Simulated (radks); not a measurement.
The numbers below are computed, except where a source is named.
Polarisability of the gallium ion Ga+, [Ar] 3d10 4s2, at imaginary frequency. Level of theory: scalar-relativistic Kohn-Sham, LB94 model potential, spin-polarised, spherical densities, finite nucleus; Fermi nuclear charge, rms radius 3.9973 fm (a radial shooting solver on a logarithmic mesh with Libxc functionals). Response by self-consistent Sternheimer equations with the Hartree and adiabatic LDA kernel, the relativistic mass of each level held fixed and spin-orbit coupling left out.

w (hartree)  alpha1(iw) (bohr^3)  alpha2(iw) (bohr^5)
0.00266                    14.39                56.84
0.0143                     14.38                56.81
0.0360                     14.27                56.64
0.0697                     13.94                56.10
0.118                      13.16                54.77
0.186                      11.71                51.99
0.280                      9.575                46.95
0.413                      7.091                39.12
0.605                      4.813                29.14
0.892                      3.076                18.97
1.35                       1.888                10.73
2.12                       1.103                5.272
3.59                      0.5804                2.209
6.94                      0.2391               0.7206
17.5                     0.05601               0.1356

Static values: alpha1 = 14.39 bohr^3 (2.133 angstrom^3; uncoupled 25.24), alpha2 = 56.84 bohr^5, alpha3 = 418.3 bohr^7. C6 = 67.11, C8 = 1579, triple-dipole C9 = 680.1 atomic units. One-pole (London) frequency 4 C6 / (3 alpha1^2) = 0.432 hartree, against 0.817 for minus the highest occupied eigenvalue.
